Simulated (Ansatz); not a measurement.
`P[SiH2]Cl` and `Cl[SiH2][ZnH]` differ in one atom or group.

Ansatz, PBE0-D4/def2-TZVP geometries, multiplicity 1. Each molecule was computed in one conformer, which needn't be the lowest.

Scalar relativity is left out up to krypton.

```json
{"property": "HOMO–LUMO gap (PBE/def2-TZVPP) / eV", "`P[SiH2]Cl`": "5.70"}
{"property": "zero-point energy (PBE0-D4/def2-TZVP) / kJ/mol", "`P[SiH2]Cl`": "95.5"}
{"property": "LUMO energy (ωB97M-V/def2-TZVPP) / eV", "`P[SiH2]Cl`": "1.71"}
{"property": "ideal-gas entropy at 298 K and 1 bar (rigid rotor, harmonic PBE0-D4/def2-TZVP) / J/(mol·K)", "`P[SiH2]Cl`": "314"}
{"property": "HOMO energy (PBE/def2-TZVPP) / eV", "`P[SiH2]Cl`": "-6.75"}
{"property": "HOMO energy (PBE0/def2-TZVPP) / eV", "`P[SiH2]Cl`": "-7.88"}
```

(1) Give the same properties after the change, and the shifts. (Best estimate.)

## Answers

(1) The calculation gave: 
```csv
property,`Cl[SiH2][ZnH]`,shift
HOMO–LUMO gap (PBE/def2-TZVPP) / eV,4.04,-1.66
zero-point energy (PBE0-D4/def2-TZVP) / kJ/mol,65.0,-30.5
LUMO energy (ωB97M-V/def2-TZVPP) / eV,0.05,-1.66
"ideal-gas entropy at 298 K and 1 bar (rigid rotor, harmonic PBE0-D4/def2-TZVP) / J/(mol·K)",320,6
HOMO energy (PBE/def2-TZVPP) / eV,-6.30,0.45
HOMO energy (PBE0/def2-TZVPP) / eV,-7.36,0.52
```

With PBE0 the HOMO rises by 0.52 eV and the LUMO falls by 1.35 eV, so the gap narrows by about 1.87 eV. PBE moves the HOMO by 0.45 eV and ωB97M-V by 0.59 eV. The zero-point energy changes by -30.5 kJ/mol with -3 modes.
